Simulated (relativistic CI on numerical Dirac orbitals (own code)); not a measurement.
One change at a time: Sm32+

Base calculation: Dirac-Coulomb-Breit CI, separate exchange-only KLI orbitals for each configuration, QED by a radiative potential, unscaled Slater integrals.

Configuration list (outside the closed core [Ar]): 3d10 4s2, 3d10 4s 4p, 3d10 4p2, 3d10 4s 4d, 3d10 4d2, 3d10 4s 4f, 3d10 4p 4d, 3d10 4f2, 3d10 4p 4f, 3d10 4d 4f, 3d10 4s 5s, 3d10 4s 5p, 3d10 4s 5d, 3d10 4s 5f, 3d10 4s 5g, 3d10 4s 6s, 3d10 4s 6p, 3d10 4s 6d, 3d10 4s 6f, 3d10 4s 7s, 3d9 4s2 4p, 3d9 4s2 4d, 3d9 4s2 4f, 3d9 4s2 5s, 3d9 4s2 5p, 3d9 4s2 5d. Double excitations out of closed p, d and f shells are left out; levels of such configurations are missing from the list, as are those of other unlisted configurations, and high levels can miss mixing partners. These lack a partner that the ground configuration has and come out too high: 3d9 4s2 4p, 3d9 4s2 4d, 3d9 4s2 4f, 3d9 4s2 5s, 3d9 4s2 5p.

The lowest level and the first level of each name with at least 55 % of one term (blank where a level has no safe partner in the second run):

```csv
Level,Base (cm⁻¹),Shift (cm⁻¹)
3d10 4s2 1S_0,0,0
3d10 4s 4p 3P°_0,491508,+1938
3d10 4s 4p 3P°_1,529036,-530
3d10 4s 4p 3P°_2,802651,+1876
3d10 4s 4p 1P°_1,918198,-9445
3d10 4p2 3P_0,1138613,-3243
3d10 4p2 3P_1,1412486,+97
3d10 4p2 1D_2,1419331,+1014
3d10 4p2 3P_2,1706060,+2266
3d10 4s 4d 3D_1,1752430,-432
3d10 4s 4d 3D_2,1774149,-1087
3d10 4p2 1S_0,1803603,-8029
3d10 4s 4d 3D_3,1816059,-381
3d10 4s 4d 1D_2,1915543,-12888
3d10 4p 4d 3F°_2,2271041,+3875
3d10 4p 4d 3D°_1,2378278,-6596
3d10 4p 4d 3F°_3,2384273,+858
3d10 4p 4d 3F°_4,2635122,+5196
3d10 4p 4d 3P°_0,2649554,-3082
3d10 4p 4d 3P°_1,2656363,-3528
3d10 4p 4d 1P°_1,2793033,-11842
3d10 4s 4f 3F°_2,2818727,-2615
```

At this charge energies of transitions that change n are usually good to better than 1 %, and those within a shell (Δn = 0) to a few per cent.

One thing was changed in a second run, which moved the levels as shown. Which?
A. Breit term removed
B. QED terms removed
C. configuration mixing switched off
D. valence Slater integrals scaled by 0.9

D. Valence Slater integrals scaled by 0.9. Scaling acts on the splittings between terms and on the mixing, and leaves the fine structure of pure LS terms nearly alone; in jj coupling it moves the levels of one term differently.

LS names give the leading component of a level, which can be under half, so a name can repeat, a term be missing and a line seem to break the LS rules.
